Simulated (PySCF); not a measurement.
## C7H9O: g tensor and hyperfine couplings

C7H9O (doublet state).
Z-matrix (Å and degrees, GFN2-xTB geometry), rows numbered from 1:
```
C 
C   1  1.2919
C   2  1.5098  1  123.57
C   3  1.5305  2  113.52  1   141.62
C   4  1.5041  3  112.21  2    76.60
C   5  1.3272  4  126.69  3   -33.33
O   6  1.3608  5  129.05  4    -7.28
C   7  1.4028  6  117.47  5   -24.72
H   1  1.0646  2  138.27  3   178.93
H   3  1.0911  2  108.43  1    18.97
H   3  1.0945  2  108.37  1   -97.70
H   4  1.0951  3  110.06  2   -48.00
H   4  1.0926  3  108.46  2  -164.39
H   5  1.0795  4  116.14  3   142.57
H   6  1.0829  5  121.12  4   173.16
H   8  1.0925  2  109.29  1    14.85
H   8  1.0986  2  107.67  1  -103.38
```

The hyperfine couplings belong to this conformer and change with its torsions.

The species is `[H]/[C]=C1/CCC=COC1` [radical].

The calculation used PySCF, UKS B3LYP, pcH-1 on C H O, non-relativistic, mean-field spin-orbit, GIAO. Geometry: GFN2-xTB, one conformer, isolated molecule. Couplings are sensitive to structure, and on GFN2-xTB geometries they can be far from those on DFT ones. Stability of the SCF solution: not tested.

| Item | Value |
| --- | --- |
| g1, g2, g3 | 2.00188, 2.00219, 2.00259 |
| g_iso | 2.00222 |
| Form of g | rhombic: the two nearest values differ by 44 % of g3 − g1 |
| ⟨S²⟩ | 0.7588 (exact 0.7500) |
| Total energy | -347.27210 Eh |
| Basis functions | 290 |

Hyperfine couplings atom by atom, in MHz; T1 to T3 are the principal values of the dipolar part; ρ(0) is the spin density at the nucleus:

```json
{"atom": "C1", "isotope": "13C", "a_iso": "312.4", "T1": "-80.6", "T2": "-58.9", "T3": "139.4", "Mulliken spin population": "1.04", "ρ(0) (bohr⁻³)": "0.2779"}
{"atom": "C2", "isotope": "13C", "a_iso": "-12.1", "T1": "-19.4", "T2": "2.5", "T3": "16.9", "Mulliken spin population": "-0.17", "ρ(0) (bohr⁻³)": "-0.0107"}
{"atom": "C3", "isotope": "13C", "a_iso": "54.6", "T1": "-4.8", "T2": "-4.2", "T3": "9.0", "Mulliken spin population": "0.04", "ρ(0) (bohr⁻³)": "0.0486"}
{"atom": "C4", "isotope": "13C", "a_iso": "-2.5", "T1": "-0.6", "T2": "-0.4", "T3": "1.0", "Mulliken spin population": "0.00", "ρ(0) (bohr⁻³)": "-0.0023"}
{"atom": "C5", "isotope": "13C", "a_iso": "0.0", "T1": "-0.3", "T2": "0.0", "T3": "0.4", "Mulliken spin population": "0.00", "ρ(0) (bohr⁻³)": "0.0000"}
{"atom": "C6", "isotope": "13C", "a_iso": "-0.5", "T1": "-0.4", "T2": "-0.2", "T3": "0.6", "Mulliken spin population": "0.00", "ρ(0) (bohr⁻³)": "-0.0005"}
{"atom": "O7", "isotope": "17O", "a_iso": "-1.8", "T1": "-5.6", "T2": "2.3", "T3": "3.2", "Mulliken spin population": "0.01", "ρ(0) (bohr⁻³)": "0.0030"}
{"atom": "C8", "isotope": "13C", "a_iso": "91.5", "T1": "-7.7", "T2": "-7.0", "T3": "14.7", "Mulliken spin population": "0.07", "ρ(0) (bohr⁻³)": "0.0814"}
{"atom": "H9", "isotope": "1H", "a_iso": "40.4", "T1": "-32.0", "T2": "-6.9", "T3": "38.9", "Mulliken spin population": "0.01", "ρ(0) (bohr⁻³)": "0.0090"}
{"atom": "H10", "isotope": "1H", "a_iso": "-5.2", "T1": "-6.3", "T2": "-2.3", "T3": "8.6", "Mulliken spin population": "0.00", "ρ(0) (bohr⁻³)": "-0.0012"}
{"atom": "H11", "isotope": "1H", "a_iso": "-9.1", "T1": "-3.2", "T2": "-2.1", "T3": "5.3", "Mulliken spin population": "0.00", "ρ(0) (bohr⁻³)": "-0.0020"}
{"atom": "H12", "isotope": "1H", "a_iso": "3.0", "T1": "-1.3", "T2": "-1.2", "T3": "2.5", "Mulliken spin population": "0.00", "ρ(0) (bohr⁻³)": "0.0007"}
{"atom": "H13", "isotope": "1H", "a_iso": "2.1", "T1": "-1.0", "T2": "-0.6", "T3": "1.7", "Mulliken spin population": "0.00", "ρ(0) (bohr⁻³)": "0.0005"}
{"atom": "H14", "isotope": "1H", "a_iso": "0.3", "T1": "-0.5", "T2": "-0.5", "T3": "1.0", "Mulliken spin population": "0.00", "ρ(0) (bohr⁻³)": "0.0001"}
{"atom": "H15", "isotope": "1H", "a_iso": "1.7", "T1": "-0.7", "T2": "-0.5", "T3": "1.2", "Mulliken spin population": "0.00", "ρ(0) (bohr⁻³)": "0.0004"}
{"atom": "H16", "isotope": "1H", "a_iso": "-5.9", "T1": "-6.0", "T2": "-1.4", "T3": "7.4", "Mulliken spin population": "0.00", "ρ(0) (bohr⁻³)": "-0.0013"}
{"atom": "H17", "isotope": "1H", "a_iso": "0.3", "T1": "-3.6", "T2": "-1.7", "T3": "5.2", "Mulliken spin population": "0.00", "ρ(0) (bohr⁻³)": "0.0001"}
```

Largest spin populations (Mulliken): C1 (+1.04), C2 (-0.17) and C8 (+0.07). No atom but C1 exceeds +0.15. The positive populations add up to 1.18 and the negative ones to -0.18, together 2S = 1.

Axes: g1 points within 13° of the C1–H9 bond and g2 points within 3° of the C2–C8 bond.

Under fast tumbling the dipolar parts average out, and these isotropic splittings remain: 1 × 1H (H9, I = 1/2, 2 lines) with 1.44 mT, 2 × 1H (H10/H11, I = 1/2, 3 lines) with 0.26 mT, 2 × 1H (H16/H17, I = 1/2, 3 lines) with 0.10 mT, 2 × 1H (H12/H13, I = 1/2, 3 lines) with 0.09 mT and 1 × 1H (H15, I = 1/2, 2 lines) with 0.06 mT.

Means are taken over nuclei equivalent by connectivity, which assumes that they swap fast. The 1H value of -2.8 MHz is a mean of couplings from -5.9 to 0.3 MHz in this one geometry, not an average over conformers.

The 13C coupling of C1 (312.4 MHz) shows only in satellite lines or after enrichment, since that isotope makes up about 1.07 % of natural carbon.

The run took 75 s wall (with the writing of density and orbital grids) on Arm Neoverse V2, one thread, shared host with 192 logical CPUs at a one-minute load of 68, and the process peaked at 0.96 GiB of memory.
